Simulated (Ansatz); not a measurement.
`[OH][Ta]([OH])([F])([F])[F]` + H–F → `[OH][Ta]([F])([F])([F])[F]` + H₂O at 298.15 K and 1 bar (ligand exchange at a Ta–O bond).

Computed with Ansatz on PBE0-D4/def2-TZVP structures; ΔE is electronic, products minus reactants. CCSD(T)/CBS adds triple-zeta CCSD(T) − MP2 to the extrapolated MP2 energy (def2 sets, frozen cores). This one scheme is used for every species. Elements past krypton have def2 core potentials. For Ta outer-core shells are correlated without core-valence functions, which leaves a few kJ/mol of doubt a bond. One conformer a species, not always the lowest.

```
                      species  CCSD(T)/CBS energy (Eh)  H − E (kJ/mol)  S (J/(mol·K))
`[OH][Ta]([OH])([F])([F])[F]`               -508.12545           111.4          389.7
                          H–F               -100.39570            33.5          173.6
 `[OH][Ta]([F])([F])([F])[F]`               -532.15329            81.3          369.1
                          H₂O                -76.37941            66.4          188.7
```

H − E and S are ideal-gas, rigid-rotor, harmonic terms from PBE0-D4/def2-TZVP, for one conformer and one mirror image of each species. 1 Eh = 2625.50 kJ/mol, R = 8.31446 J/(mol·K).

Task: By hand: ΔE, ΔH, ΔS and ΔG.

Result: ΔE = (-532.15329) + (-76.37941) − (-508.12545) − (-100.39570) = -0.01155 Eh = -30.3 kJ/mol. Δ(H − E) = 81.3 + 66.4 − 111.4 − 33.5 = 2.8, so ΔH = -27.5 kJ/mol. ΔS = 369.1 + 188.7 − 389.7 − 173.6 = -5.5 J/(mol·K). ΔG = -27.5 − 298.15 × (-5.5)/1000 = -25.9 kJ/mol.

Task: By hand: the equilibrium constant, and the temperature at which ΔG would vanish if ΔH and ΔS stayed fixed.

Result: log₁₀ K = −ΔG/(RT ln 10) = 4.5. ΔG = 0 at ΔH/ΔS = 5000 K, far beyond where these terms or the molecules hold.

The number of gas molecules stays the same, so ΔS is small and ΔH decides. A doubt of 5 kJ/mol in ΔE shifts log₁₀ K by 0.9 here. Other conformers and mirror images would add mixing entropy, several J/(mol·K) or more a flexible species. These are equilibria of isolated gas molecules and say nothing of rates. Largest T1 diagnostic: 0.018 (customary marks: 0.02 for closed shells, 0.045 for open ones).
